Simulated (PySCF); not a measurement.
## How methods differ on the excitation energy of Ta⁺

Ta⁺ [Xe] 4f14 5d3 6s1 (5F) → Ta⁺ [Xe] 4f14 5d2 6s1 6p1 (high-spin determinant), as a difference of total energies. All numbers are calculated (PySCF 2.14, a scalar-relativistic core potential, in aug-cc-pwCVDZ-PP with ECP60MDF (6s6p5d3f, 70 functions)). Correlated levels: valence: 5s2 5p6 frozen; valence and next inner shell: nothing frozen outside the core potential. The calculations carry no spin-orbit coupling.

```json
{"method": "UHF", "excitation energy (cm⁻¹)": "32284"}
{"method": "LDA", "excitation energy (cm⁻¹)": "39986"}
{"method": "PBE", "excitation energy (cm⁻¹)": "39826"}
{"method": "PBE0", "excitation energy (cm⁻¹)": "39035"}
{"method": "r2SCAN", "excitation energy (cm⁻¹)": "40514"}
{"method": "wB97X-V", "excitation energy (cm⁻¹)": "36086"}
{"method": "CAM-B3LYP", "excitation energy (cm⁻¹)": "37458"}
{"method": "PW91", "excitation energy (cm⁻¹)": "39885"}
{"method": "r2SCANh", "excitation energy (cm⁻¹)": "40198"}
{"method": "MP2 (valence)", "excitation energy (cm⁻¹)": "34335"}
{"method": "SCS-MP2 (valence)", "excitation energy (cm⁻¹)": "32967"}
{"method": "MP2 (valence and next inner shell)", "excitation energy (cm⁻¹)": "35937"}
{"method": "SCS-MP2 (valence and next inner shell)", "excitation energy (cm⁻¹)": "34648"}
```

The determinant of the upper state mixes LS terms, which raises its energy above the lowest term, most at the Hartree-Fock and MP2 levels.
